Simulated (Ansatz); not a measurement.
Reaction (substitution at a C–C bond): `CC1=C(C)B1` + `OB([SiH3])Cl` → `COB([SiH3])Cl` + `CC1=CB1`

Isolated molecules relaxed with PBE0-D4/def2-TZVP in Ansatz; ΔE leaves out vibrations. CCSD(T)/CBS adds triple-zeta CCSD(T) − MP2 to the extrapolated MP2 energy (def2 sets, frozen cores). DFT in def2-TZVPP. B3LYP here is the variant with VWN-RPA as its local correlation; programs differ in this. Each species was taken in one conformer, which may not be the lowest.

```tsv
level	ΔE (kJ/mol)	difference from CCSD(T)/CBS
PBE-D4	72.1	2.3
r2SCAN-D4	71.2	1.4
PBE0-D4	73.8	4.0
B3LYP-D4	66.5	-3.3
ωB97X-V	67.6	-2.2
ωB97M-V	69.6	-0.2
B2PLYP	68.5	-1.3
PBE	72.2	2.4
r2SCAN	71.3	1.5
PBE0	74.0	4.2
B3LYP	66.9	-2.9
HF/def2-TZVPP	64.5	-5.3
MP2/def2-TZVPP	74.6	4.8
SCS-MP2/def2-TZVPP	69.5	-0.3
CCSD/def2-TZVPP	69.0	-0.8
CCSD(T)/def2-TZVPP	68.7	-1.1
HF/def2-QZVPP	64.1	-5.7
MP2/def2-QZVPP	75.1	5.3
SCS-MP2/def2-QZVPP	70.2	0.4
HF/CBS(def2)	64.0	-5.8
MP2/CBS(def2)	75.7	5.9
CCSD/CBS(def2)	70.1	0.3
CCSD(T)/CBS	69.8	0
```

Largest T1 diagnostic among the species: 0.013.

In def2-TZVPP, CCSD(T) changes the Hartree–Fock value by +4.2 kJ/mol (the triples alone add −0.3 kJ/mol) and MP2 by +10.1 kJ/mol.
